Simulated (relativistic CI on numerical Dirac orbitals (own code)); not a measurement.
# Radial parameters of Br30+

Computed by Dirac-Coulomb-Breit CI, separate exchange-only KLI orbitals for each configuration, a model potential for QED, unscaled Slater integrals (own radial code, finite nucleus).

Slater integrals F^k, G^k are unscaled and averaged over j, outside the closed core 1s2; ζ comes from projecting the Hamiltonian with its Breit term on Σ l·s of the shell.

- 2s2 2p: ζ(2p) = 295110 cm⁻¹; <r>(2p) = 0.1514, <r^2>(2p) = 0.02769 (bohr units).
- 2s 2p2: F^2(2p,2p) = 630180, G^1(2s,2p) = 665240, ζ(2p) = 293010 cm⁻¹; <r>(2s) = 0.1767, <r^2>(2s) = 0.0366, <r>(2p) = 0.1516, <r^2>(2p) = 0.02777 (bohr units).
- 2p3: F^2(2p,2p) = 628530, ζ(2p) = 290980 cm⁻¹; <r>(2p) = 0.152, <r^2>(2p) = 0.02791 (bohr units).

Averages of the first 10 configurations, taken without configuration mixing, which lowers the lowest level and can move excited configurations by several eV; other configurations of the list can lie among them:

```json
{"Configuration": "2s2 2p", "Parity": "odd", "States": "6", "Average energy above the lowest level (eV)": "41.6"}
{"Configuration": "2s 2p2", "Parity": "even", "States": "30", "Average energy above the lowest level (eV)": "167.2"}
{"Configuration": "2p3", "Parity": "odd", "States": "20", "Average energy above the lowest level (eV)": "319.7"}
{"Configuration": "2p2 3s", "Parity": "even", "States": "30", "Average energy above the lowest level (eV)": "2222.5"}
{"Configuration": "2p2 3p", "Parity": "odd", "States": "90", "Average energy above the lowest level (eV)": "2261.8"}
{"Configuration": "2p2 3d", "Parity": "even", "States": "150", "Average energy above the lowest level (eV)": "2295.9"}
{"Configuration": "2s2 3s", "Parity": "even", "States": "2", "Average energy above the lowest level (eV)": "1981.4"}
{"Configuration": "2s2 3p", "Parity": "odd", "States": "6", "Average energy above the lowest level (eV)": "2024.7"}
{"Configuration": "2s2 3d", "Parity": "even", "States": "10", "Average energy above the lowest level (eV)": "2059.0"}
{"Configuration": "2s 2p 3s", "Parity": "odd", "States": "24", "Average energy above the lowest level (eV)": "2088.2"}
```
